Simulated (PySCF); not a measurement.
PySCF input for C3H8FNSi, SMILES F[Si@H](NC)C=C, ωB97X-D3(BJ)/def2-SVP. 

```python
import numpy as np
from pyscf import gto, scf, dft
import os
os.environ['JAX_PLATFORMS'] = 'cpu'
from ase import Atoms, units
from ase.calculators.calculator import Calculator, all_changes
from sella import Sella

mol = gto.M(
    atom='''
    C     2.70246691   -0.15734706    0.49959754
    C     1.52901619   -0.76891165    0.47337140
    Si    0.03139064   -0.11595566   -0.44509476
    F     0.27137899    1.46660995   -0.72431823
    N    -1.33633969   -0.41699625    0.53173113
    C    -2.69683003   -0.07144525    0.19362222
    H     2.85595955    0.78447737   -0.00127788
    H     3.55790342   -0.55749258    1.02333805
    H     1.42913117   -1.71582108    0.98848484
    H    -0.19163758   -0.63632434   -1.78714582
    H    -1.22200707   -0.59426347    1.51712238
    H    -3.38354993   -0.84678157    0.54055224
    H    -2.99892870    0.88418113    0.63428090
    H    -2.78229135    0.01111182   -0.88682874
    ''',
    basis='def2-SVP',
    charge=0,
    spin=0,
    max_memory=1600,
    verbose=3,
)
mf = dft.RKS(mol, xc='wb97x-d3bj').density_fit(auxbasis='def2-universal-jkfit')
mf.grids.level = 3
mf.conv_tol = 1e-9
mf.max_cycle = 100
mf.kernel()
grad = mf.nuc_grad_method()
grad.grid_response = mol.nao <= 150
scan = grad.as_scanner()
scan.verbose = scan.base.verbose = 0
class SCF(Calculator):
    implemented_properties = ['energy', 'forces']
    def calculate(self, atoms=None, properties=None, system_changes=all_changes):
        super().calculate(atoms, properties, system_changes)
        e, g = scan(mol.set_geom_(self.atoms.positions, unit='Angstrom', inplace=False))
        assert scan.converged
        self.results = {'energy': float(e) * units.Hartree, 'forces': -np.asarray(g) * units.Hartree / units.Bohr}
atoms = Atoms(mol.elements, mol.atom_coords(unit='Angstrom'), calculator=SCF())
conv = Sella(atoms, order=0, internal=True, allow_fragments=True).run(fmax=0.002, steps=150)
mol_eq = mol.set_geom_(atoms.positions, unit='Angstrom', inplace=False)
print(mol_eq.tostring(format='xyz'))
mf.reset(mol_eq)
mf.verbose = 3
mf.kernel()
```

Log of the run:

```
converged SCF energy = -563.100154292157
     Step          Energy         fmax         cmax       rtrust          rho
Sella   0   -15322.735669       1.0991       0.0000       0.1000       1.0000
Sella   1   -15322.811364       1.0991       0.0000       0.1000       1.0698
Sella   2   -15322.829453       0.2924       0.0000       0.1000       1.2482
Sella   3   -15322.838908       0.2304       0.0000       0.1000       1.0705
Sella   4   -15322.840742       0.1041       0.0000       0.1000       1.1963
Sella   5   -15322.841192       0.0777       0.0000       0.1000       1.3546
Sella   6   -15322.841320       0.0311       0.0000       0.1000       1.1440
Sella   7   -15322.841338       0.0122       0.0000       0.1000       1.5071
Sella   8   -15322.841354       0.0084       0.0000       0.1000       1.2875
Sella   9   -15322.841360       0.0048       0.0000       0.1000       1.4268
Sella  10   -15322.841363       0.0049       0.0000       0.1000       1.2870
Sella  11   -15322.841364       0.0032       0.0000       0.1000       1.3391
14
XYZ from PySCF
C           2.65562022       -0.15746881        0.56427118
C           1.53888970       -0.86385986        0.34847976
Si          0.04321279       -0.09719299       -0.44534229
F           0.46429563        1.46537425       -0.72228581
N          -1.30746524       -0.27550201        0.58849388
C          -2.69706959       -0.10381233        0.20251406
H           2.72311981        0.89682387        0.27179602
H           3.54306874       -0.59493096        1.03780522
H           1.51434505       -1.91822914        0.65502096
H          -0.32731532       -0.64140194       -1.77692460
H          -1.14700620       -0.24766186        1.59027313
H          -3.34410126       -0.86368539        0.67341614
H          -3.10010553        0.89344865        0.45791221
H          -2.79382629       -0.22686011       -0.88799457
converged SCF energy = -563.104038520244
```

Self-consistency was reached.
